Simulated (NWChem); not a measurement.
System: C4H5BO; SMILES C#CB(C=C)O

Here is an NWChem input.

```
start job
memory heap 200 mb stack 700 mb global 900 mb
geometry units angstroms noautosym nocenter noautoz
  C     -1.086899     2.182016     0.000011
  C     -0.322843     1.234506    -0.000008
  B      0.606852     0.004333     0.000230
  O      1.943415     0.238997    -0.000093
  C      0.021003    -1.443831     0.000822
  C     -1.294163    -1.704794    -0.000514
  H     -1.750297     3.028377     0.000091
  H      2.461121    -0.572867     0.000163
  H      0.709010    -2.302522     0.002170
  H     -1.692659    -2.725131    -0.000351
  H     -2.027119    -0.890237    -0.001846
end
basis spherical
  C library def2-svp
  B library def2-svp
  O library def2-svp
  H library def2-svp
end
dft
  xc b3lyp
  iterations 150
  mulliken
end
task dft energy
esp
  recalculate
  probe 0.07
  range 0.3
  factor 1.0
  spacing 0.02
end
task esp
```

Output (shortened):

```
             Northwest Computational Chemistry Package (NWChem) 7.3.0
             --------------------------------------------------------

                             Geometry "geometry" -> ""
                             -------------------------

 Output coordinates in angstroms (scale by  1.889725989 to convert to a.u.)

  No.       Tag          Charge          X              Y              Z
 ---- ---------------- ---------- -------------- -------------- --------------
    1 C                    6.0000    -1.08689900     2.18201600     0.00001100
    2 C                    6.0000    -0.32284300     1.23450600    -0.00000800
    3 B                    5.0000     0.60685200     0.00433300     0.00023000
    4 O                    8.0000     1.94341500     0.23899700    -0.00009300
    5 C                    6.0000     0.02100300    -1.44383100     0.00082200
    6 C                    6.0000    -1.29416300    -1.70479400    -0.00051400
    7 H                    1.0000    -1.75029700     3.02837700     0.00009100
    8 H                    1.0000     2.46112100    -0.57286700     0.00016300
    9 H                    1.0000     0.70901000    -2.30252200     0.00217000
   10 H                    1.0000    -1.69265900    -2.72513100    -0.00035100
   11 H                    1.0000    -2.02711900    -0.89023700    -0.00184600

 Effective nuclear repulsion energy (a.u.)     177.7702548679

                                 NWChem DFT Module
                                 -----------------

 Summary of "ao basis" -> "ao basis" (spherical)
 ------------------------------------------------------------------------------
       Tag                 Description            Shells   Functions and Types
 ---------------- ------------------------------  ------  ---------------------
 C                          def2-svp                 6       14   3s2p1d
 B                          def2-svp                 6       14   3s2p1d
 O                          def2-svp                 6       14   3s2p1d
 H                          def2-svp                 3        5   2s1p

            General Information
            -------------------
          SCF calculation type: DFT
          Wavefunction type:  closed shell.
          No. of atoms     :    11
          No. of electrons :    42
           Alpha electrons :    21
            Beta electrons :    21
          Charge           :     0
          Spin multiplicity:     1
          Use of symmetry is: off; symmetry adaption is: off
          Maximum number of iterations: 150
          AO basis - number of functions:   109
                     number of shells:    51
          Convergence on energy requested:  1.00D-06
          Convergence on density requested:  1.00D-05
          Convergence on gradient requested:  5.00D-04

              XC Information
              --------------
                         B3LYP Method XC Potential
                     Hartree-Fock (Exact) Exchange  0.200
                        Slater Exchange Functional  0.800 local
                    Becke 1988 Exchange Functional  0.720 non-local
              Lee-Yang-Parr Correlation Functional  0.810
                  VWN I RPA Correlation Functional  0.190 local

             Grid Information
             ----------------
          Grid used for XC integration:  medium
          Radial quadrature: Mura-Knowles
          Angular quadrature: Lebedev.
          Tag              B.-S. Rad. Rad. Pts. Rad. Cut. Ang. Pts.
          ---              ---------- --------- --------- ---------
          C                   0.70       49          12.0       434
          B                   0.85       49          10.0       434
          O                   0.60       49          12.0       434
          H                   0.35       45          13.0       434
          Grid pruning is: on
          Number of quadrature shells:   519
          Spatial weights used:  Erf1

[...]

                     NWChem Electrostatic Potential Fit Module
                     -----------------------------------------

 Atom parameters

 Number of atoms is                                   11
 Number of basis functions is                        109

 Grid parameters

 Maximum number of grid points is                  43401
 Number of grid points is                          43400
 Grid range                                     0.300000 nm
 Grid spacing                                   0.020000 nm
 Probe radius                                   0.070000 nm
 Atom radius factor                             1.000000

 Atomic radii

    1    0.100000
    5    0.158000
    6    0.147000
    8    0.136000
 FASTESP  F
  using M.O. file = ./job.movecs

    Atom              Coordinates                           Charge

                                                  ESP

    1 C    -0.108690    0.218202    0.000001   -0.324444
    2 C    -0.032284    0.123451   -0.000001   -0.104738
    3 B     0.060685    0.000433    0.000023    0.536696
    4 O     0.194342    0.023900   -0.000009   -0.600409
    5 C     0.002100   -0.144383    0.000082   -0.300872
    6 C    -0.129416   -0.170479   -0.000051   -0.159918
    7 H    -0.175030    0.302838    0.000009    0.254238
    8 H     0.246112   -0.057287    0.000016    0.389754
    9 H     0.070901   -0.230252    0.000217    0.104824
   10 H    -0.169266   -0.272513   -0.000035    0.108596
   11 H    -0.202712   -0.089024   -0.000185    0.096273
                                            ------------
                                               -0.000000

 Dipole moment                                  0.662465

 Quadrupole moment Qxx                          4.593622
                   Qyy                          3.670464
                   Qzz                         -8.264086

 RMS deviation kJ/mol                           0.058861

 RRMS %                                        27.384421
```

Level: B3LYP/def2-SVP. The geometry was optimised at PBE0/def2-SVP. B3LYP is NWChem's, with the RPA form of VWN correlation.
